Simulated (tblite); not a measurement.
C4H11NSSi2.
Numbering: `[H]/[N:5]=[CH:4]/[C:3]([S:2][CH3:1])=[CH:6]/[SiH2:7][SiH3:8]` (hydrogens: H9, H10, H11 on C1; H12 on C4; H13 on N5; H14 on C6; H15, H16 on Si7; H17, H18, H19 on Si8)

The geometry is computed with GFN2-xTB (gas phase).

Give the optimised bond lengths and angles.

```
                     bond  length (Å)   order
                    C1–S2       1.821  single
                    S2–C3       1.789  single
                    C3–C4       1.455  single
                    C4=N5       1.262  double
                    C3=C6       1.336  double
                   C6–Si7       1.880  single
                  Si7–Si8       2.315  single
    C1–H9, C1–H10, C1–H11       1.086  single
                   C4–H12       1.100  single
                   N5–H13       1.017  single
                   C6–H14       1.083  single
         Si7–H15, Si7–H16       1.470  single
Si8–H17, Si8–H18, Si8–H19       1.465  single
```

Bonds in one row agree within 0.01 Å and their mean is given. Orders are formal, as drawn. A selection of angles:
```
      angle  degrees
   S2–C1–H9    108.9
  S2–C1–H10    106.8
  H9–C1–H10    110.5
 H10–C1–H11    110.2
   C1–S2–C3     98.2
   S2–C3–C4    115.2
   S2–C3–C6    120.1
   C4–C3–C6    124.6
   C3–C4–N5    120.7
  C3–C4–H12    114.6
  N5–C4–H12    124.8
  C4–N5–H13    115.2
  C3–C6–Si7    124.1
  C3–C6–H14    115.6
 Si7–C6–H14    120.3
 C6–Si7–Si8    110.2
 C6–Si7–H15    104.0
 C6–Si7–H16    107.8
Si8–Si7–H15    114.3
H15–Si7–H16    105.6
Si7–Si8–H17    110.4
Si7–Si8–H18    112.8
Si7–Si8–H19    111.9
H17–Si8–H18    107.7
```

Dihedral angles: C1–S2–C3–C4 -73° (synclinal); S2–C3–C4–N5 174° (antiperiplanar); S2–C3–C6–Si7 0° (synperiplanar); C3–C6–Si7–Si8 76° (synclinal); H13–N5–C4–C3 179° (antiperiplanar). The mirror-image conformer, all signs reversed, is as good.

N5 (imine nitrogen) is bent (angle 115.2°). Of the pairs four or more bonds apart, N5···H14 is among the closest relative to their van der Waals radii: 2.51 Å, 91 % of the sum of Bondi's values. Si8 (SiH3 silicon) is tetrahedral (angles from 106.6° to 112.8°). The C–S distances run from 1.789 Å (S2–C3, drawn single) to 1.821 Å (C1–S2, drawn single), a spread of 0.032 Å. Si7 (SiH2 silicon) is distorted tetrahedral (angles from 104.0° to 114.3°). The 2 C–C bonds span 1.336 Å (C3=C6, drawn double) to 1.455 Å (C3–C4, drawn single), a spread of 0.119 Å.

Point group: C1 (no symmetry element, even within 0.4 Å). Its GFN2-xTB frequencies are all real (lowest 20 cm⁻¹). The numbers are those of one conformer. 3 starts were optimised and ended at 0.00, 1.62 and 2.57 kcal/mol (GFN2-xTB); the lowest of these is shown.
